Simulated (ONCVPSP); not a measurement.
## Pseudopotential generation for phosphorus: ONCV, PBEsol, scalar-relativistic.

* Element: P (Z = 15)
* Generator: ONCVPSP 4.0.1
* Type: optimised norm-conserving Vanderbilt (ONCV)
* Functional: PBEsol
* Relativity: scalar-relativistic
* Frozen core: [Ne]
* Valence charge: 5
* Reference configuration: 3s1.5 3p3.5
* Partial waves: 3s: rc 1.40 bohr, ncon 5, nbas 9, qcut 4.2 1/bohr, 1 projector; 3p: rc 1.55 bohr, ncon 4, nbas 8, qcut 6.3 1/bohr, 2 projectors, debl 3 Ha
* Local potential: polynomial inside 1.05 bohr (lpopt 5, dvloc0 1 Ha)
* Core correction: none

All-electron outer shells of the reference configuration (PBEsol, scalar-relativistic, ld1.x):

| shell | level (eV) | outermost node (bohr) | outermost maximum (bohr) |
| --- | --- | --- | --- |
| 2s | -174.35 | 0.14 | 0.42 |
| 2p | -125.10 | – | 0.36 |
| 3s | -14.28 | 0.65 | 1.58 |
| 3p | -5.77 | 0.64 | 1.83 |

(1) Estimate the cutoffs (Ha) at which the residual kinetic energy of the hardest occupied pseudo-wave falls to 1 and 0.1 mHa per electron.

(2) Does the potential have ghost states?

(3) Which valence shell sets the plane-wave cutoff?

(4) Tests: 3s2 3p3; 3s2 3p2; 3s2 3p1; 3s1 3p4. Which has the largest error in its energy relative to the reference configuration, and how large is it?

## Answers

(1) 13 Ha and 89 Ha.

(2) No bound ghost flagged; GHOST(+) flagged for s at 29.6 eV.

(3) 3s: 13 Ha for 1 mHa per electron, against 5 Ha for 3p.

(4) 3s2 3p1, with +25 meV (all-electron minus pseudo) on +24.57 eV.
